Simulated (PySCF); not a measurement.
**Electric properties by functional and basis**

Species: C3H6F2O2.
Bonds: C1–O2, O2–C3, C3–O4, O4–C5, C5–F6, C5–F7. Hydrogens: H8, H9, H10 on C1; H11, H12 on C3; H13 on C5.

PySCF, dipoles from the SCF density, polarisabilities from static response with core orbitals frozen. One conformer (not necessarily the lowest) at the PBE0-D3(BJ)/def2-SVP geometry, without solvent, vibrations or thermal averaging.

Task: Compare the levels for these properties.

Result: 

```csv
level,μ (D),α (Å³),anisotropy (Å³)
PBE0/def2-SVPD,2.689,7.36,1.64
HF/def2-SVPD,2.908,6.66,1.34
PBE0/6-31+G*,2.738,6.83,1.56
PBE0/aug-cc-pVDZ,2.629,7.49,1.72
PBE0/def2-TZVP,2.587,6.95,1.64
```

The anisotropy is √(½[(α1 − α2)² + (α2 − α3)² + (α3 − α1)²]). The dipole runs from 2.59 D (PBE0/def2-TZVP) to 2.91 D (HF/def2-SVPD). No reference polarisability is at hand; against PBE0 in the largest diffuse basis at hand (aug-cc-pVDZ) the other PBE0 rows deviate by 6-31+G* -9%, def2-SVPD -2%, def2-TZVP -7%. With PBE0 the polarisability is 6.95 Å³ without diffuse functions (def2-TZVP) and 7.22 Å³ with them (mean of 6-31+G*, def2-SVPD and aug-cc-pVDZ).

Without π bonds the low states are Rydberg-like; a valence basis with one diffuse set may place them up to an eV too high.
